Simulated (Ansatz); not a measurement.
Basis-set extrapolation for CH4OSSi (`O=CS[SiH3]`) (PBE0-D4/def2-TZVP geometry, frozen core, Ansatz 0.2.0). Multiplicity 1, RHF reference.

|  | def2-TZVPP | def2-QZVPP |
| --- | --- | --- |
| HF | -801.605846 | -801.631221 |
| MP2 correlation | -0.689751 | -0.743684 |
| CCSD(T) correlation | -0.760157 | not run |

Energies in hartree. Use E(X) = E(∞) + A·exp(−7.88·√X) for Hartree–Fock and E(X) = E(∞) + B·X^(−2.97) for correlation, with X = 3 and 4, and add CCSD(T) minus MP2 of the smaller set to the MP2 limit.

What is the CCSD(T) energy at the basis-set limit?

HF limit: -801.631221 + (-0.025375) × 0.13774 = -801.63472. MP2 limit: -0.743684 + (-0.053933) × 0.74074 = -0.78363. Higher-order term: -0.760157 − (-0.689751) = -0.07041. Total: -802.48876 hartree, 322.3 kJ/mol below CCSD(T)/def2-TZVPP.
